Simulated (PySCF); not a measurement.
**Working out the ionisation energy of S²⁺**

S²⁺ [Ne] 3s2 3p2 (3P) → S³⁺ [Ne] 3s2 3p1 (2P). All numbers are calculated (PySCF 2.14, the spin-free X2C one-electron Hamiltonian (Gaussian nucleus), in x2c-TZVPall (5s5p2d1f, 37 functions)). Frozen: [Ne]. Energies in hartree (1 hartree = 27.21139 eV):

```csv
part,S²⁺ (lower),S³⁺ (upper)
UHF,-397.411084,-396.156485
CCSD correlation,-0.087657,-0.069079
(T),-0.002077,-0.000951
```

Question: What does Hartree-Fock give?

Answer: (-396.156485) − (-397.411084) = 1.254599 hartree = 34.139 eV.

Question: What do CCSD and CCSD(T) give?

Answer: The CCSD correlation energies differ by 0.018578 hartree = 0.506 eV and the triples by 0.001126 hartree = 0.031 eV, so CCSD gives 34.645 eV and CCSD(T) 34.676 eV.

Reference: 34.86 ± 0.04 eV (semi-empirical (NIST evaluation); NIST Atomic Spectra Database, ionization energies), between the lowest levels; spin-orbit coupling is absent from the calculation.

What remains against the reference includes basis incompleteness, the frozen core and higher excitations.
